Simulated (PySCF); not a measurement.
Electronic structure of [Cu(NH3)4]2+

[Cu(NH3)4]2+ holds Cu(II), d9, at total charge +2. The structure is a model geometry with rigid ligands and bond lengths from ionic radii, not a minimum; coordination tetrahedral, point group Td, metal–donor distances 2.04 Å.

```
17

Cu    0.0000    0.0000    0.0000
N     1.1778    1.1778    1.1778
H     1.0184    1.0184    2.1726
H     2.1726    1.0184    1.0184
H     1.0184    2.1726    1.0184
N    -1.1778   -1.1778    1.1778
H    -1.0184   -1.0184    2.1726
H    -2.1726   -1.0184    1.0184
H    -1.0184   -2.1726    1.0184
N    -1.1778    1.1778   -1.1778
H    -1.0184    1.0184   -2.1726
H    -2.1726    1.0184   -1.0184
H    -1.0184    2.1726   -1.0184
N     1.1778   -1.1778   -1.1778
H     1.0184   -1.0184   -2.1726
H     2.1726   -1.0184   -1.0184
H     1.0184   -2.1726   -1.0184
```

Method (PySCF 2.14, density fitting): CASSCF(9,5) with orbitals averaged over all microstates of the shell, strongly contracted NEVPT2 on the averaged canonical orbitals; basis x2c-TZVPall on the metal, x2c-SVPall elsewhere; spin-free X2C; gas phase; spin-orbit coupling by state interaction with the mean-field operator over all roots.

Spin-free states:

```tsv
2S+1	deg.	symmetry	free-ion term	CASSCF / cm⁻¹	NEVPT2 / cm⁻¹	f(ED)
2	3	2T2	2D 1.00	0	0	–
2	2	2E	2D 1.00	3475	5274	3.9e-05
```

Energies are counted from the ground state at NEVPT2 level. Weights follow the labels. f(ED) is the electric-dipole oscillator strength from the ground state at the fixed geometry, without vibronic coupling; occupations, where given, run over the ligand-field orbitals from the lowest.

## Magnetism

Degenerate or low-lying orbital states mix with the ground state, so no spin-only Hamiltonian applies. The lowest spin-orbit level is 2-fold, effective g = 1.87, 1.87, 1.87; the next lies at 987.7 cm⁻¹. μeff is 2.39 μB at 300 K and 1.66 μB at 10 K; the spin-only value is 1.73 μB.

```
T / K  χT / cm³ K mol⁻¹  μeff / μB
    2             0.332       1.63
    5             0.336       1.64
   10             0.343       1.66
   20             0.356       1.69
   30             0.369       1.72
   50             0.396       1.78
   75             0.430       1.85
  100             0.463       1.92
  150             0.530       2.06
  200             0.596       2.18
  250             0.659       2.29
  300             0.716       2.39
```

Powder magnetisation at 2 K: 0.15 μB at 0.5 T, 0.29 μB at 1 T, 0.53 μB at 2 T, 0.70 μB at 3 T, 0.87 μB at 5 T, 0.93 μB at 7 T.

Ligand-field fit:

| cm⁻¹ | CASSCF | NEVPT2 |
| --- | --- | --- |
| 10Dq | 3475 | 5274 |

```csv
orbital,CASSCF / cm⁻¹,NEVPT2 / cm⁻¹,metal share,main function
1,0,0,0.99,degenerate set
2,0,0,0.99,degenerate set
3,3475,5274,0.96,degenerate set
4,3475,5274,0.96,degenerate set
5,3475,5274,0.96,degenerate set
```

ζ = 797 cm⁻¹, against 818 for the free ion.

The ground state is orbitally degenerate in this regular structure, which would distort (Jahn–Teller), so its moment is that of the undistorted model. NEVPT2 lifts 2E from 3475 to 5274 cm⁻¹; on the d shell alone such lifts tend to overshoot.

The job took 10 s on one thread of Arm Neoverse V1 (shared host), with 164 basis functions, launched as `OMP_NUM_THREADS=1 python lf_run.py task.json out`.
